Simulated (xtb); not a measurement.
Input for xtb: GFN2-xTB on ClGeH3O (SMILES [OH][GeH2][Cl]), a point of a torsion scan.

```
$ xtb mol.xyz --gfn 2 --opt vtight --chrg 0 --uhf 0 --input xcontrol
6

O      1.32915526     0.06394135    -0.49512096
Ge    -0.38035311    -0.20374084     0.00020839
Cl    -1.56599154     1.49986251    -0.56173388
H      1.84703587     0.51060347     0.22614275
H     -0.44203671    -0.50813093     1.50676575
H     -0.81601999    -1.45722660    -0.82479496
$constrain
  force constant=1.0
  dihedral: 4,1,2,3,90.0
$end
```

It printed:

```
[...]
           -------------------------------------------------
          |                Calculation Setup                |
           -------------------------------------------------



           -------------------------------------------------
          |                 G F N 2 - x T B                 |
           -------------------------------------------------

        Reference                      10.1021/acs.jctc.8b01176
      * Hamiltonian:
        H0-scaling (s, p, d)           1.850000    2.230000    2.230000
        zeta-weighting                 0.500000
      * Dispersion:
        s8                             2.700000
        a1                             0.520000
        a2                             5.000000
        s9                             5.000000
      * Repulsion:
        kExp                           1.500000    1.000000
        rExp                           1.000000
      * Coulomb:
        alpha                          2.000000
        third order                    shell-resolved
        anisotropic                    true
        a3                             3.000000
        a5                             4.000000
        cn-shift                       1.200000
        cn-exp                         4.000000
        max-rad                        5.000000


          ...................................................
          :                      SETUP                      :
          :.................................................:
          :  # basis functions                  27          :
          :  # atomic orbitals                  25          :
          :  # shells                           11          :
          :  # electrons                        20          :
          :  max. iterations                   250          :
          :  Hamiltonian                  GFN2-xTB          :
          :  restarted?                      false          :
          :  GBSA solvation                  false          :
          :  PC potential                    false          :
          :  electronic temp.          300.0000000     K    :
          :  accuracy                    1.0000000          :
          :  -> integral cutoff          0.2500000E+02      :
          :  -> integral neglect         0.1000000E-07      :
          :  -> SCF convergence          0.1000000E-05 Eh   :
          :  -> wf. convergence          0.1000000E-03 e    :
          :  Broyden damping             0.4000000          :
          :  net charge                          0          :
          :  unpaired electrons                  0          :
          ...................................................

 iter      E             dE          RMSdq      gap      omega  full diag
   1    -11.9819859 -0.119820E+02  0.707E+00    6.05       0.0  T
   2    -11.9653550  0.166309E-01  0.904E+00    7.55       1.0  T
   3    -12.1532718 -0.187917E+00  0.408E+00    7.06       1.0  T
   4    -12.1583624 -0.509066E-02  0.799E-01    6.97       1.0  T
   5    -12.1615010 -0.313861E-02  0.608E-01    6.85       1.0  T
   6    -12.1617914 -0.290310E-03  0.183E-01    6.87       1.0  T
   7    -12.1618559 -0.645917E-04  0.522E-02    6.89       1.0  T
   8    -12.1618581 -0.213132E-05  0.335E-02    6.89       1.2  T
   9    -12.1618592 -0.115284E-05  0.106E-02    6.89       3.8  T
  10    -12.1618591  0.101416E-06  0.113E-02    6.89       3.6  T
  11    -12.1618594 -0.262519E-06  0.109E-03    6.89      37.5  T
  12    -12.1618594 -0.207164E-08  0.657E-04    6.89      62.1  T
  13    -12.1618594 -0.126141E-09  0.911E-05    6.89     448.1  T

   *** convergence criteria satisfied after 13 iterations ***

         #    Occupation            Energy/Eh            Energy/eV
      -------------------------------------------------------------
         1        2.0000           -1.0519990             -28.6263
       ...           ...                  ...                  ...
         4        2.0000           -0.5593548             -15.2208
         5        2.0000           -0.4895475             -13.3213
         6        2.0000           -0.4889189             -13.3042
         7        2.0000           -0.4595059             -12.5038
         8        2.0000           -0.4510580             -12.2739
         9        2.0000           -0.4365352             -11.8787
        10        2.0000           -0.4328244             -11.7778 (HOMO)
        11                         -0.1797293              -4.8907 (LUMO)
        12                         -0.1323348              -3.6010
        13                         -0.0906908              -2.4678
        14                         -0.0880683              -2.3965
        15                          0.0180577               0.4914
       ...                                ...                  ...
        25                          0.9713412              26.4315
      -------------------------------------------------------------
                  HL-Ga
[...]
     -1.6663
        15                          0.0203994               0.5551
       ...                                ...                  ...
        25                          1.0772183              29.3126
      -------------------------------------------------------------
                  HL-Gap            0.2874609 Eh            7.8222 eV
             Fermi-level           -0.2874989 Eh           -7.8232 eV

 SCC (total)                   0 d,  0 h,  0 min,  0.002 sec
 SCC setup                      ...        0 min,  0.000 sec (  2.128%)
 Dispersion                     ...        0 min,  0.000 sec (  0.611%)
 classical contributions        ...        0 min,  0.000 sec (  0.264%)
 integral evaluation            ...        0 min,  0.001 sec ( 30.979%)
 iterations                     ...        0 min,  0.000 sec ( 21.600%)
 molecular gradient             ...        0 min,  0.001 sec ( 41.340%)
 printout                       ...        0 min,  0.000 sec (  2.745%)

         :::::::::::::::::::::::::::::::::::::::::::::::::::::
         ::                     SUMMARY                     ::
         :::::::::::::::::::::::::::::::::::::::::::::::::::::
         :: total energy             -12.141667590259 Eh    ::
         :: gradient norm              0.000045654451 Eh/a0 ::
         :: HOMO-LUMO gap              7.822208185260 eV    ::
         ::.................................................::
         :: SCC energy               -12.179836836977 Eh    ::
         :: -> isotropic ES            0.019706617326 Eh    ::
         :: -> anisotropic ES          0.000211566426 Eh    ::
         :: -> anisotropic XC          0.000448757865 Eh    ::
         :: -> dispersion             -0.002838019204 Eh    ::
         :: repulsion energy           0.038167095622 Eh    ::
         :: add. restraining           0.000002151096 Eh    ::
         :: total charge              -0.000000000000 e     ::
         :::::::::::::::::::::::::::::::::::::::::::::::::::::

           -------------------------------------------------
          |                Property Printout                |
           -------------------------------------------------

    * Orbital Energies and Occupations

         #    Occupation            Energy/Eh            Energy/eV
      -------------------------------------------------------------
         1        2.0000           -1.0510152             -28.5996
         2        2.0000           -0.7005625             -19.0633
         3        2.0000           -0.6475505             -17.6207
         4        2.0000           -0.5605137             -15.2524
         5        2.0000           -0.4951363             -13.4733
         6        2.0000           -0.4925877             -13.4040
         7        2.0000           -0.4612599             -12.5515
         8        2.0000           -0.4496977             -12.2369
         9        2.0000           -0.4354245             -11.8485
        10        2.0000           -0.4312293             -11.7343 (HOMO)
        11                         -0.1437684              -3.9121 (LUMO)
        12                         -0.1289717              -3.5095
        13                         -0.0759163              -2.0658
        14                         -0.0612342              -1.6663
        15                          0.0203994               0.5551
        16                          0.0210110               0.5717
        17                          0.0236169               0.6426
        18                          0.0326056               0.8872
        19                          0.0541136               1.4725
        20                          0.0815872               2.2201
        21                          0.1399602               3.8085
       ...                                ...                  ...
        25                          1.0772183              29.3126
      -------------------------------------------------------------
                  HL-Gap            0.2874609 Eh            7.8222 eV
             Fermi-level           -0.2874989 Eh           -7.8232 eV

     #   Z          covCN         q      C6AA      α(0)
     1   8 O        1.587    -0.450    21.885     6.313
     2  32 Ge       3.476     0.267   169.402    23.527
     3  17 Cl       0.817    -0.151   103.773    15.584
     4   1 H        0.809     0.317     0.671     1.287
Note: The following floating-point exceptions are signalling: IEEE_UNDERFLOW_FLAG IEEE_DENORMAL
normal termination of xtb
     5   1 H        0.936     0.001     3.046     2.729
     6   1 H        0.939     0.016     2.788     2.610

 Mol. C6AA /au·bohr⁶  :       1019.502706
 Mol. C8AA /au·bohr⁸  :      50747.908685
 Mol. α(0) /au        :         52.050037


Wiberg/Mayer (AO) data.
largest (>0.10) Wiberg bond orders for each atom

 ---------------------------------------------------------------------------
     #   Z sym  total        # sym  WBO       # sym  WBO       # sym  WBO
 ---------------------------------------------------------------------------
     1   8 O    2.216 --     2 Ge   1.189     4 H    0.870
     2  32 Ge   3.987 --     1 O    1.189     3 Cl   1.176     6 H    0.804
                             5 H    0.795
     3  17 Cl   1.363 --     2 Ge   1.176
     4   1 H    0.900 --     1 O    0.870
     5   1 H    1.000 --     2 Ge   0.795
     6   1 H    1.000 --     2 Ge   0.804
 ---------------------------------------------------------------------------

Topologies differ in total number of bonds
Writing topology from bond orders to xtbtopo.mol

molecular dipole:
                 x           y           z       tot (Debye)
 q only:        0.257      -0.342       0.609
   full:        0.373      -0.279       0.668       2.069
molecular quadrupole (traceless):
                xx          xy          yy          xz          yz          zz
 q only:        0.899       3.334      -0.665       1.241       0.937      -0.234
  q+dip:        0.086       3.925      -0.677       2.080       1.122       0.591
   full:        0.816       4.299      -1.074       2.257       1.243       0.258

           -------------------------------------------------
          |                Geometry Summary                 |
           -------------------------------------------------

      molecular mass/u    :      127.1037149
   center of mass at/Å    :       -0.4798172       0.2702034      -0.1913033
  moments of inertia/u·Å² :        0.3885354E+02   0.1401013E+03   0.1713017E+03
rotational constants/cm⁻¹ :        0.4338764E+00   0.1203246E+00   0.9840903E-01

 * 5 selected distances

     #   Z          #   Z                                           value/Å
     1   8 O        2  32 Ge                                      1.7335220
     2  32 Ge       3  17 Cl                                      2.0939652 (max)
     1   8 O        4   1 H                                       0.9545327 (min)
     2  32 Ge       5   1 H                                       1.5100523
     2  32 Ge       6   1 H                                       1.4970496

 * 4 distinct bonds (by element types)

   Z      Z             #   av. dist./Å        max./Å        min./Å
   1 H    8 O           1     0.9545327     0.9545327     0.9545327
   1 H   32 Ge          2     1.5035510     1.5100523     1.4970496
   8 O   32 Ge          1     1.7335220     1.7335220     1.7335220
  17 Cl  32 Ge          1     2.0939652     2.0939652     2.0939652


optimized geometry written to: xtbopt.xyz


           -------------------------------------------------
          | TOTAL ENERGY              -12.141667590259 Eh   |
          | GRADIENT NORM               0.000045654451 Eh/α |
          | HOMO-LUMO GAP               7.822208185260 eV   |
           -------------------------------------------------

------------------------------------------------------------------------
------------------------------------------------------------------------
 total:
 SCF:
 ANC optimizer:
```

The run finished.

Warnings raised: the energy holds the restraint's term.

Cost: roughly 0.06 core-seconds.
